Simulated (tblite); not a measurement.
A tight-binding relaxation on `CC[Si@H](C[SiH3])[Se][SiH2]F`.

Computed with GFN2-xTB geometry optimisation, gas phase (tblite 0.8.0). Start geometry: from a force field or distance geometry. The input is one job of a driver script: a line of settings, then coordinates in Å.

Command:
```bash
OMP_NUM_THREADS=1 python probes_run.py task.json out
```

Input:
```
{"job": {"kind": "relax", "xc": "GFN2-xTB", "basis": "xTB"}, "charge": 0, "multiplicity": 1}
C     -0.832100     2.390900     0.480800
C      0.267900     1.673800    -0.219700
Si     0.652300    -0.025000     0.375200
C      1.718000    -0.813900    -0.960500
Si     2.519500    -2.285900    -0.154000
Se    -1.093800    -1.387300     0.742100
Si    -3.122500    -0.576700     0.261800
F     -3.834800    -1.426000    -1.015000
H     -1.355600     1.838900     1.260800
H     -1.605100     2.637100    -0.307300
H     -0.479200     3.405200     0.818900
H      0.052200     1.640500    -1.306500
H      1.184600     2.316300    -0.076900
H      1.489200    -0.056000     1.595400
H      1.071800    -1.165500    -1.759800
H      2.432900    -0.037200    -1.264400
H      2.910000    -3.220800    -1.229400
H      3.688800    -1.922400     0.673500
H      1.515400    -2.987000     0.659900
H     -3.172800     0.854900    -0.011500
H     -4.015600    -0.836900     1.436200
```

Output:
```
step      E/eV     max force
  0    -713.61839    2.757
  1    -713.89827    1.188
  2    -713.99844    0.709
  3    -714.04804    0.709
  4    -714.11325    0.617
  5    -714.14278    0.474
  6    -714.16796    0.299
  7    -714.18177    0.281
  8    -714.19784    0.295
  9    -714.21083    0.297
... (200 lines left out)
210    -714.58798    0.010
211    -714.58800    0.015
212    -714.58803    0.016
213    -714.58807    0.014
214    -714.58811    0.012
215    -714.58814    0.017
216    -714.58817    0.020
217    -714.58819    0.017
218    -714.58822    0.010
219    -714.58824    0.009
```

«max force» is the largest atomic force in eV/Å.

**Question.** From which step on does the largest force stay under 0.1 eV/Å, and how much energy is left to gain from there?

**Answer.** From step 126 (0.080 eV/Å), 19.6 meV above the end.

In short: energy lowered by 22.4 kcal/mol over 219 steps; largest atomic force 0.009 eV/Å at the end.

**Question.** Where do the atoms end?

**Answer.** 0.842 Å rms from the input after alignment:
```
atom  x, y, z in Å
C1    -0.6704    2.8002    0.6549
C2    -0.0356    1.8448   -0.3474
Si3    0.6900    0.2774    0.4663
C4     1.3950   -0.9130   -0.8315
Si5    2.1296   -2.5337   -0.1524
Se6   -1.0074   -0.7648    1.6846
Si7   -2.6306   -0.9412    0.1310
F8    -1.9642   -1.2366   -1.3075
H9    -1.4548    2.2984    1.2195
H10   -1.1095    3.6584    0.1488
H11    0.0723    3.1622    1.3624
H12   -0.7807    1.5542   -1.0911
H13    0.7576    2.3621   -0.8879
H14    1.6387    0.6072    1.5334
H15    0.6075   -1.1613   -1.5429
H16    2.1620   -0.3853   -1.3969
H17    2.5633   -3.3484   -1.2913
H18    3.2822   -2.2059    0.6893
H19    1.1264   -3.2634    0.6178
H20   -3.3393    0.3091   -0.0871
H21   -3.4410   -2.1035    0.4277
```

**Question.** Estimate the wall time. Hardware: one thread of an Arm Neoverse N1, on a shared host.

**Answer.** About 4.7 s.
Labels such as C1 count atoms from 1, the log's own numbers from 0.
